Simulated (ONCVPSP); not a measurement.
Transferability test, ONCV potential for silicon

silicon, optimised norm-conserving Vanderbilt (ONCV), made with ONCVPSP 4.0.1 (PBE, scalar-relativistic). Core [Ne], reference 3s2 3p2. Waves: 3s: rc 1.90 bohr, ncon 4, nbas 7, qcut 3.7 1/bohr, 2 projectors, debl 3.2 Ha; 3p: rc 1.95 bohr, ncon 3, nbas 7, qcut 3.5 1/bohr, 2 projectors, debl 1.8 Ha; d scattering state at 0.11 Ha: rc 1.65 bohr, ncon 4, nbas 7, qcut 5.5 1/bohr, 2 projectors, debl 2.8 Ha. Local part: polynomial inside 1.20 bohr (lpopt 5, dvloc0 0 Ha). Core correction: Teter function, fcfact 5, rcfact 1.15.

Energies are relative to the spin-unpolarised reference configuration 3s2 3p2; without spin polarisation the order of configurations can differ from experiment.

(1) Give the all-electron excitation energy and the error of the potential for: 3s2 3p1; 3s2 3p0; 3s1 3p0; 3s0 3p4.

Results:

(1)

```
valence configuration  charge  ΔE all-electron (eV)  error AE − PS (meV)
              3s2 3p1      +1                 7.740                 -0.4
              3s2 3p0      +2                23.733                 +1.8
              3s1 3p0      +3                57.704                  +73
              3s0 3p4       0                13.778                  0.0
```
